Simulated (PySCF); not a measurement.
## Calculated data, H$_{3}$NSi$_{2}$, BClH$_{2}$OSi

Calculation on a computer-drawn molecule: the log of a Hartree-Fock and frozen-core CCSD(T) single point meant for a local Hartree-Fock minimum, with one planted fault or none, to be diagnosed. Offsets are logged minus clean, where the clean run is the same molecule without the fault. The reference is restricted for singlets and unrestricted otherwise, and also for a bond in bohr or an excited solution. Adding or removing an electron swaps singlet and doublet. The excited solution moves the top pair (singlet) or top alpha electron (doublet) to the lowest empty orbital. Highest occupied and lowest empty are orbital energies over both spins, largest force is the largest gradient component, triples share is (T) over the correlation energy, the T1 limit is 0.02 restricted and 0.045 unrestricted, electrons count all cores, a negative frequency is imaginary (commonest isotopes), and the dipole is about the centre of nuclear charge. Program: PySCF 2.14.0.

Common to all runs: meant charge 0; meant multiplicity 1; meant basis cc-pV(D+d)Z; logged SCF converged yes; logged CC converged yes; logged SCF stable within its kind yes; possible faults no fault, one electron removed, one electron added, multiplicity raised by two, geometry at a saddle point, SCF held on an excited solution, minimal basis STO-3G, one bond length entered in bohr, all coordinates scaled.

(1) 
```xyz
6
formula=H3NSi2 logged_electrons=38 logged_basis_functions=75 logged_spin_squared=0 logged_highest_occupied=-7.6331 logged_lowest_empty=1.5809 logged_largest_force=0.038843 logged_T1_diagnostic=0.022739 logged_D1_diagnostic=0.072609 logged_triples_share=0.034505 logged_dipole_magnitude=3.9303 logged_energy_HF=-634.00342 logged_energy_CCSD(T)=-634.39223 planted_fault=all_coordinates_scaled,by_-3.6_% HF_energy_offset_from_clean_run=6.05 CCSD(T)_energy_offset_from_clean_run=10.05
Si     1.4921     1.0702     0.0163
N      0.2788     0.0164     0.2483
Si    -0.9240    -0.8324     0.5724
H      2.3246     0.2491    -0.8814
H     -0.9867    -1.7231     1.6734
H     -2.1183    -0.8315    -0.1913
```

Units: logged_highest_occupied, logged_lowest_empty in eV; logged_largest_force in hartree/bohr; logged_dipole_magnitude in debye; logged_energy_HF, logged_energy_CCSD(T) in hartree; HF_energy_offset_from_clean_run, CCSD(T)_energy_offset_from_clean_run in kcal/mol.

Drawn bonds:
```csv
atom,other atom,order
1,2,1
2,3,2
1,4,1
3,5,1
3,6,1
```

Notes: T1 above single-reference limit.

(2) 
```xyz
6
formula=BClH2OSi logged_electrons=46 logged_basis_functions=84 logged_spin_squared=0 logged_highest_occupied=-9.4075 logged_lowest_empty=0.72757 logged_largest_force=1.086e-05 logged_lowest_frequency=42.628 logged_T1_diagnostic=0.016764 logged_D1_diagnostic=0.05165 logged_triples_share=0.026921 logged_dipole_magnitude=1.6603 logged_energy_HF=-849.23602 logged_energy_CCSD(T)=-849.77203 planted_fault=no_fault HF_energy_offset_from_clean_run=0 CCSD(T)_energy_offset_from_clean_run=0
Si    -0.1490     0.4320     2.3448
O     -0.1402    -0.8661     1.3016
B     -0.5542    -1.7641     0.4138
Cl    -2.1590    -2.5175     0.5986
H      0.6450    -0.2397     3.4519
H      0.1170    -2.0972    -0.5120
```

Units: logged_highest_occupied, logged_lowest_empty in eV; logged_largest_force in hartree/bohr; logged_lowest_frequency in cm⁻¹; logged_dipole_magnitude in debye; logged_energy_HF, logged_energy_CCSD(T) in hartree; HF_energy_offset_from_clean_run, CCSD(T)_energy_offset_from_clean_run in kcal/mol.

Drawn bonds:
```csv
atom,other atom,order
1,2,1
2,3,1
3,4,1
1,5,1
3,6,1
```

(3) 
```xyz
6
formula=BClH2OSi logged_electrons=47 logged_basis_functions=84 logged_spin_squared=0.7738 logged_highest_occupied=-0.78978 logged_lowest_empty=7.7767 logged_largest_force=0.07341 logged_T1_diagnostic=0.0186 logged_D1_diagnostic=0.06955 logged_triples_share=0.027003 logged_dipole_magnitude=6.838 logged_energy_HF=-849.23635 logged_energy_CCSD(T)=-849.77886 planted_fault=one_electron_added HF_energy_offset_from_clean_run=-0.2062 CCSD(T)_energy_offset_from_clean_run=-4.29
Si    -0.1490     0.4320     2.3448
O     -0.1402    -0.8661     1.3016
B     -0.5542    -1.7641     0.4138
Cl    -2.1590    -2.5175     0.5986
H      0.6450    -0.2397     3.4519
H      0.1170    -2.0972    -0.5120
```

Units: logged_highest_occupied, logged_lowest_empty in eV; logged_largest_force in hartree/bohr; logged_dipole_magnitude in debye; logged_energy_HF, logged_energy_CCSD(T) in hartree; HF_energy_offset_from_clean_run, CCSD(T)_energy_offset_from_clean_run in kcal/mol.

Drawn bonds:
```csv
atom,other atom,order
1,2,1
2,3,1
3,4,1
1,5,1
3,6,1
```

(4) 
```xyz
6
formula=BClH2OSi logged_electrons=46 logged_basis_functions=84 logged_spin_squared=0 logged_highest_occupied=-9.2277 logged_lowest_empty=0.91131 logged_largest_force=0.040604 logged_T1_diagnostic=0.015582 logged_D1_diagnostic=0.047681 logged_triples_share=0.025829 logged_dipole_magnitude=1.327 logged_energy_HF=-849.22595 logged_energy_CCSD(T)=-849.75796
Si    -0.1433     0.4156     2.2557
O     -0.1349    -0.8332     1.2522
B     -0.5331    -1.6970     0.3981
Cl    -2.0769    -2.4218     0.5758
H      0.6205    -0.2306     3.3207
H      0.1126    -2.0175    -0.4926
```

Units: logged_highest_occupied, logged_lowest_empty in eV; logged_largest_force in hartree/bohr; logged_dipole_magnitude in debye; logged_energy_HF, logged_energy_CCSD(T) in hartree.

Drawn bonds:
```csv
atom,other atom,order
1,2,1
2,3,1
3,4,1
1,5,1
3,6,1
```

**Q.** BClH$_{2}$OSi (entry 4): planted fault?
**A.** all coordinates scaled, by -3.8 %

Further results for BClH$_{2}$OSi (entry 4):

- HF energy offset from clean run: 6.32 kcal/mol
- CCSD(T) energy offset from clean run: 8.826 kcal/mol
